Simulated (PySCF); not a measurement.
PySCF input (M06-2X/def2-TZVPD):

```python
from pyscf import gto, scf, dft

mol = gto.M(
    atom='''
    B     0.02508854    0.00489190   -0.00215624
    F     0.55826186    1.13489318    0.45287685
    F     0.85865548   -0.85861496   -0.57465416
    C    -1.46932943   -0.28649781    0.12628188
    H    -2.15270730    0.41262202    0.59133182
    H    -1.90901492   -1.20459862   -0.24224610
    ''',
    basis='def2-tzvpd',
    charge=0,
    spin=1,
    verbose=4,
)

mf = dft.UKS(mol, xc='m062x').density_fit(auxbasis='def2-universal-jkfit')
mf.grids.level = 4
mf.conv_tol = 1e-9
mf.max_cycle = 100
mf.max_memory = 1500
mf.kernel()
if not mf.converged:
    mf = mf.newton()
    mf.kernel(mf.make_rdm1())
for _ in range(2):
    mo, _, stable, _ = mf.stability(return_status=True)
    if stable:
        break
    mf.kernel(mf.make_rdm1(mo, mf.mo_occ))
mf.analyze()
```

End of the output:

```
Extra cycle  E= -263.939605740744  delta_E= -1.52e-11  |g|= 1.86e-06  |ddm|= 4.76e-06
converged SCF energy = -263.939605740744  <S^2> = 0.75367214  2S+1 = 2.0036688
uhf_internal: lowest eigs of H = [0.35022086 0.42238796 0.49063481]
<class 'pyscf.df.df_jk.DFUKS'> wavefunction is stable in the internal stability analysis
**** SCF Summaries ****
Total Energy =                        -263.939605740743787
Nuclear Repulsion Energy =             102.627176366340677
One-electron Energy =                 -567.980827625862844
Two-electron Energy =                  201.414045518778352
Two-electron Coulomb Energy =          232.545264772268638
DFT Exchange-Correlation Energy =      -31.131219253490290
HOMO-LUMO gap [eV] =                     6.415667863819017
**** MO energy ****
                             alpha | beta                alpha | beta
MO #1   energy= -25.2551008024768  | -25.2544061696593  occ= 1 | 1
MO #2   energy= -25.2550828059465  | -25.2543876450917  occ= 1 | 1
MO #3   energy= -10.5710231341385  | -10.565572734127   occ= 1 | 1
MO #4   energy= -7.14693512161397  | -7.14730582575522  occ= 1 | 1
MO #5   energy= -1.37914069716652  | -1.37735701142     occ= 1 | 1
MO #6   energy= -1.3494104216724   | -1.34761180743011  occ= 1 | 1
MO #7   energy= -0.814439166022733 | -0.772669812307917 occ= 1 | 1
MO #8   energy= -0.672792237243776 | -0.670193386738031 occ= 1 | 1
MO #9   energy= -0.628918807506629 | -0.627080360544568 occ= 1 | 1
MO #10  energy= -0.592078760876846 | -0.587588942443177 occ= 1 | 1
MO #11  energy= -0.588555471515201 | -0.579619068608947 occ= 1 | 1
MO #12  energy= -0.533991075820255 | -0.52644022000781  occ= 1 | 1
MO #13  energy= -0.528980859608243 | -0.524872689870914 occ= 1 | 1
MO #14  energy= -0.499994260786433 | -0.492010183035323 occ= 1 | 1
MO #15  energy= -0.46700851039127  | -0.455518438883111 occ= 1 | 1
MO #16  energy= -0.334090550728316 | -0.0983191034707751 occ= 1 | 0
MO #17  energy= 0.00478095366744213 | -0.00107493502699185 occ= 0 | 0
MO #18  energy= 0.0420143464345334 | 0.0392948309911674 occ= 0 | 0
MO #19  energy= 0.0583420730717594 | 0.0549205253256806 occ= 0 | 0
MO #20  energy= 0.075892537751317  | 0.0846758364700931 occ= 0 | 0
MO #21  energy= 0.0873225772046005 | 0.085016399676192  occ= 0 | 0
MO #22  energy= 0.0900722422785803 | 0.0870303585947567 occ= 0 | 0
MO #23  energy= 0.092733791369191  | 0.0923898206043566 occ= 0 | 0
MO #24  energy= 0.0964846058334739 | 0.094462706970002  occ= 0 | 0
MO #25  energy= 0.130391154347129  | 0.119723536975964  occ= 0 | 0
MO #26  energy= 0.136002768696867  | 0.131046329716935  occ= 0 | 0
MO #27  energy= 0.140952616679835  | 0.145564355441278  occ= 0 | 0
MO #28  energy= 0.14541946309336   | 0.149024304181039  occ= 0 | 0
MO #29  energy= 0.150533282120261  | 0.149734296887711  occ= 0 | 0
MO #30  energy= 0.169945772257268  | 0.163583082812234  occ= 0 | 0
MO #31  energy= 0.194739225653207  | 0.164378437368566  occ= 0 | 0
MO #32  energy= 0.19942788241046   | 0.187561920258825  occ= 0 | 0
MO #33  energy= 0.228728552543924  | 0.226382613275094  occ= 0 | 0
MO #34  energy= 0.236135183803032  | 0.231743148099285  occ= 0 | 0
MO #35  energy= 0.240073870012825  | 0.241378654499134  occ= 0 | 0
MO #36  energy= 0.258070157635036  | 0.246911917129249  occ= 0 | 0
MO #37  energy= 0.26947400746507   | 0.258785132124034  occ= 0 | 0
MO #38  energy= 0.269741737409401  | 0.272518265476853  occ= 0 | 0
MO #39  energy= 0.282276677274289  | 0.280524129597039  occ= 0 | 0
MO #40  energy= 0.30619225660171   | 0.290754719965712  occ= 0 | 0
MO #41  energy= 0.306519636361304  | 0.310219018808529  occ= 0 | 0
MO #42  energy= 0.322573367154079  | 0.315716642087323  occ= 0 | 0
MO #43  energy= 0.343992366838226  | 0.334995016550299  occ= 0 | 0
MO #44  energy= 0.361391416080393  | 0.347863888601585  occ= 0 | 0
MO #45  energy= 0.367498758097023  | 0.356464102745847  occ= 0 | 0
MO #46  energy= 0.379672191831396  | 0.358005448343866  occ= 0 | 0
MO #47  energy= 0.394044866193194  | 0.372697218354357  occ= 0 | 0
MO #48  energy= 0.403304916281754  | 0.398828459198817  occ= 0 | 0
MO #49  energy= 0.409507971344247  | 0.408098806964574  occ= 0 | 0
MO #50  energy= 0.430590101328065  | 0.423381519859405  occ= 0 | 0
MO #51  energy= 0.462363759471305  | 0.42572869554112   occ= 0 | 0
MO #52  energy= 0.509033126768788  | 0.48866124787279   occ= 0 | 0
MO #53  energy= 0.512487299111094  | 0.498138386765296  occ= 0 | 0
MO #54  energy= 0.517611414684449  | 0.527728853927253  occ= 0 | 0
MO #55  energy= 0.562922597553229  | 0.552954754301305  occ= 0 | 0
MO #56  energy= 0.57929325423143   | 0.559183931661327  occ= 0 | 0
MO #57  energy= 0.591864160235701  | 0.57572953357791   occ= 0 | 0
MO #58  energy= 0.609691400678962  | 0.608028059685974  occ= 0 | 0
MO #59  energy= 0.638804197217881  | 0.634351016497352  occ= 0 | 0
MO #60  energy= 0.642357415777988  | 0.642620300603347  occ= 0 | 0
MO #61  energy= 0.662553164325149  | 0.652096377089168  occ= 0 | 0
MO #62  energy= 0.668381955819429  | 0.658787706096894  occ= 0 | 0
MO #63  energy= 0.670237535032967  | 0.664595941362523  occ= 0 | 0
MO #64  energy= 0.678858542660665  | 0.674012787163079  occ= 0 | 0
MO #65  energy= 0.681578230893785  | 0.678251297321285  occ= 0 | 0
MO #66  energy= 0.728541977747417  | 0.717497510263533  occ= 0 | 0
MO #67  energy= 0.731453544293732  | 0.73870765395643   occ= 0 | 0
MO #68  energy= 0.750087848858309  | 0.746223979183598  occ= 0 | 0
MO #69  energy= 0.750687600542527  | 0.751352402822318  occ= 0 | 0
MO #70  energy= 0.765284951003951  | 0.769897724024279  occ= 0 | 0
MO #71  energy= 0.857348457440903  | 0.850605321453497  occ= 0 | 0
MO #72  energy= 0.939351096993     | 0.938604102385178  occ= 0 | 0
MO #73  energy= 0.950452036293245  | 0.945741282912653  occ= 0 | 0
MO #74  energy= 0.984299527217224  | 0.965389901949928  occ= 0 | 0
MO #75  energy= 0.984606727392426  | 0.983194562008376  occ= 0 | 0
MO #76  energy= 1.02546756829904   | 1.02296634851787   occ= 0 | 0
MO #77  energy= 1.08616482028518   | 1.07451483816465   occ= 0 | 0
MO #78  energy= 1.09282937404675   | 1.08246734011225   occ= 0 | 0
MO #79  energy= 1.1235799569621    | 1.11851729795659   occ= 0 | 0
MO #80  energy= 1.13309927184921   | 1.1316382873912    occ= 0 | 0
MO #81  energy= 1.13449262567208   | 1.13579129115557   occ= 0 | 0
MO #82  energy= 1.1509943664096    | 1.14312959000455   occ= 0 | 0
MO #83  energy= 1.17954143412284   | 1.18331201963849   occ= 0 | 0
MO #84  energy= 1.22315488780317   | 1.21727267775321   occ= 0 | 0
MO #85  energy= 1.30830660156805   | 1.30541081308828   occ= 0 | 0
MO #86  energy= 1.3273730580557    | 1.33330582707379   occ= 0 | 0
MO #87  energy= 1.36459637343541   | 1.36572972244061   occ= 0 | 0
MO #88  energy= 1.37977839868114   | 1.37995570303284   occ= 0 | 0
MO #89  energy= 1.59517272849185   | 1.59319046564434   occ= 0 | 0
MO #90  energy= 1.61154793402762   | 1.60805126991602   occ= 0 | 0
MO #91  energy= 1.63359749734565   | 1.6802597108844    occ= 0 | 0
MO #92  energy= 1.76759485094946   | 1.77271862759529   occ= 0 | 0
MO #93  energy= 1.79599803193754   | 1.8214353696965    occ= 0 | 0
MO #94  energy= 1.82015630455381   | 1.82988962245536   occ= 0 | 0
MO #95  energy= 1.84972662898437   | 1.86201522431584   occ= 0 | 0
MO #96  energy= 1.89374718561309   | 1.90500970973148   occ= 0 | 0
MO #97  energy= 1.93101001372181   | 1.94368360640361   occ= 0 | 0
MO #98  energy= 1.97176617530079   | 1.97520894827808   occ= 0 | 0
MO #99  energy= 1.97601454135143   | 1.9827898060531    occ= 0 | 0
MO #100 energy= 1.99473044767363   | 1.9997669409826    occ= 0 | 0
MO #101 energy= 2.03169335558874   | 2.02654725650887   occ= 0 | 0
MO #102 energy= 2.05989240847338   | 2.07392395885471   occ= 0 | 0
MO #103 energy= 2.08115574005316   | 2.10235347611674   occ= 0 | 0
MO #104 energy= 2.13720556487582   | 2.14114206928293   occ= 0 | 0
[...]
```

It need not be the lowest isomer of its formula.
